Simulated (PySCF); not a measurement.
How methods differ on the ionisation energy of Zn⁺

Zn⁺ [Ar] 3d10 4s1 (2S) → Zn²⁺ [Ar] 3d10 (1S), as a difference of total energies. All numbers are calculated (PySCF 2.14, a scalar-relativistic core potential, in cc-pVDZ-PP with ECP10MDF). Correlated levels: valence: 3s2 3p6 frozen. The calculations carry no spin-orbit coupling.

| method | ionisation energy (eV) |
| --- | --- |
| UHF | 16.760 |
| M06-2X | 17.960 |
| MN15 | 17.639 |
| MP2 (valence) | 17.373 |
| SCS-MP2 (valence) | 17.266 |
| CCSD (valence) | 17.299 |
| CCSD(T) (valence) | 17.344 |

Task: How much does correlation contribute at CCSD(T) (valence)?

Result: 17.344 − (16.760) = 0.584 eV, measured against UHF.

Errors of the correlated levels include the incompleteness of this basis and the frozen core.

For comparison: 17.964 eV (measured; NIST Atomic Spectra Database, ionization energies).
